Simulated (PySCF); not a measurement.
Heteronuclear NMR

Atoms are numbered as in `[O:1]=[CH:2][Si:3]([SiH3:4])([SiH3:5])[SiH2:6][O:7][SiH3:8]`. Each H is labelled by its parent atom.

- PBE0/pcSseg-1 with gauge-including orbitals
- coordinates at the GFN2-xTB level
- program: PySCF 2.14
- no relativistic terms, no solvent, a single conformation, one averaged value for each set of equivalent atoms

(1) Predict the ²⁹Si NMR data.

(2) What are the ¹⁷O shifts?

## Answers

(1) 
```tsv
atoms	environment	σ (ppm)	δ (ppm)
Si6	silicon bonded to O, Si, 2 H	371.9	-25.7
Si8	silicon bonded to O, 3 H	392.3	-42.5
Si3	silicon bonded to C, 3 Si	437.5	-79.6
Si4/Si5	silicon bonded to Si, 3 H	461.3	-99.2
```

Shieldings were converted by a linear fit to measured shifts: ²⁹Si: δ = 279.94 − 0.822σ (rms 8.9 ppm, 72 shifts, 25.8 ppm with the 6 outliers that the fit left out vs TMS, solution or neat liquid). A few per cent of atoms miss by over 2 rms, more outside the fitted compound classes.

On a 600 MHz spectrometer ²⁹Si resonates near 119.2 MHz, so 1 ppm is 119.2 Hz.

(2) 
```
atoms            environment  σ (ppm)  δ (ppm)
   O1        carbonyl oxygen   -608.9    821.3
   O7  oxygen bonded to 2 Si    345.2    -47.7
```

Shieldings were converted by a linear fit to measured shifts: ¹⁷O: δ = 266.70 − 0.911σ (rms 10.7 ppm, 155 shifts, 12.2 ppm with the 3 outliers that the fit left out vs liquid water, solution or neat liquid). A few per cent of atoms miss by over 2 rms, more outside the fitted compound classes.

On a 400 MHz spectrometer ¹⁷O resonates near 54.2 MHz, so 1 ppm is 54.2 Hz.
